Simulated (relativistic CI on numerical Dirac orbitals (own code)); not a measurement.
# Mn+ in a cubic cluster: 2p photoemission with charge transfer

Computed with a charge-transfer multiplet model of a cubic metal-ligand cluster with up to 3 ligand holes, Slater and spin-orbit integrals from Dirac-Coulomb-Breit ions, Slater integrals scaled by 0.8. The ground state mixes d6 with configurations of k ligand holes L, whose averages lie at kΔ + k(k − 1)U_dd/2; a core hole lowers each added d electron by U_cd. 20 K, Lorentzian 0.6 eV and Gaussian 0.8 eV FWHM.

Atomic integrals in eV (Slater integrals scaled, ζ unscaled), ground: F2dd 7.203, F4dd 4.433, zeta_d 0.031; with the core hole: F2dd 8.873, F4dd 5.517, zeta_d 0.052, zeta_core 6.792, F2cd 5.084, G1cd 3.747, G3cd 2.127.

Cluster parameters (eV): Δ = 5.8, U_dd = 6, 10Dq = 0.6, 10Dq(ligand) = 0.8, V(eg) = 2.7, V(t2g) = -1.25, final-state hopping factor = 1.

| Case | n_d | d6 | d7L | d8L2 | d9L3 | S |
| --- | --- | --- | --- | --- | --- | --- |
| U_cd = 7.6 eV | 6.26 | 0.76 | 0.23 | 0.01 | 0.00 | 1.79 |
| U_cd = 8.8 eV | 6.26 | 0.76 | 0.23 | 0.01 | 0.00 | 1.79 |
| U_cd = 9.4 eV | 6.26 | 0.76 | 0.23 | 0.01 | 0.00 | 1.79 |

Weights, n_d and S are thermal averages at 20 K. Binding energies count from the first peak over 30 % of the highest in each spectrum, which can be another peak from case to case. The parameters are a model scan and need not match a compound or its usual spin state. Peaks in eV (height, largest 100):
- U_cd = 7.6 eV: 0.0 (100), 1.1 (73), 8.2 (31), 11.9 (59), 19.3 (19)
- U_cd = 8.8 eV: 0.0 (100), 0.9 (84), 7.8 (53), 9.8 (42), 11.8 (69), 19.2 (32)
- U_cd = 9.4 eV: 0.0 (100), 7.6 (65), 9.4 (50), 11.7 (74), 19.2 (39), 24.6 (6)

For the case U_cd = 7.6 eV, Δ = 5.8 eV is smaller than U_dd = 6 eV, the charge-transfer side of the Zaanen-Sawatzky-Allen scheme. With the core hole the configuration with one ligand hole lies at Δ − U_cd = -1.8, -3.0, -3.6 eV from the one without, in the order of the table; where this is negative the screened configuration lies lower, though the effective hopping of about 4.2 eV (from the holes of the mixed ground state) mixes the two strongly wherever it is as large as the gap.
